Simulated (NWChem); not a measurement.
HTeSeI; SMILES [SeH][Te]I

```xyz
4

Te     0.9694    -0.4745     0.0047
I     -0.3766     1.9042     0.0061
Se    -0.8649    -2.1764     0.0257
H     -1.0409    -2.2569    -1.4379
```
Atoms are numbered in this order, from 1.

Results from NWChem. Geometry: optimised at PBE0/def2-SVP. No frequency run checked for a minimum. def2 effective core potentials on Te, I; no spin-orbit coupling. Ions are spin-unrestricted doublets at the neutral geometry; other ion states weren't tried.

**Question.** Predict the results for PBE0/def2-SVP. Quantities: vertical ionisation energy, ΔSCF (eV); −ε(HOMO) (eV).

**Answer.** 
```json
{
  "vertical ionisation energy, ΔSCF (eV)": "8.39",
  "−ε(HOMO) (eV)": "6.46"
}
```
